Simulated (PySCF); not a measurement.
Al(Me)(OH)(SMe) (C2H7AlOS), SMILES C[S][Al]([CH3])[OH].

The structure is a stationary point at TPSSh-D3(BJ)/def2-SVP. The values are those of a single conformer.

Two levels are set side by side: TDDFT-PBE/def2-SVPD (PySCF) and TDDFT-ωB97X/def2-SVPD (PySCF). Vertical, same geometry. The lowest singlet is HOMO→LUMO 100 % with PBE and HOMO→LUMO 42 %, HOMO→LUMO+2 32 %, HOMO→LUMO+3 10 % with the other functional; states are paired by order. Differences are taken from unrounded values.

```
quantity                               TDDFT-PBE
-------------------------------------  ---------
lowest singlet excitation (eV)              4.57
lowest triplet excitation (TDA) (eV)        4.40
first bright state (f over 0.05) (eV)       5.72
its oscillator strength                     0.16
```

Question: These are the TDDFT-PBE values. What does TDDFT-ωB97X give? (Estimate from the structure and the level; the computed values follow.)

Answer: 
```
quantity                               TDDFT-ωB97X  TDDFT-PBE minus TDDFT-ωB97X
-------------------------------------  -----------  ---------------------------
lowest singlet excitation (eV)                5.85                        -1.29
lowest triplet excitation (TDA) (eV)          5.51                        -1.11
first bright state (f over 0.05) (eV)         6.41                        -0.69
its oscillator strength                       0.06                         0.10
```

A lower first singlet is the usual sign of a functional without exact exchange. Differences between two approximate levels are no errors against the true value.

Rough cost on one machine, each run with all the roots and properties that it gave: TDDFT-ωB97X against TDDFT-PBE about 9 times.
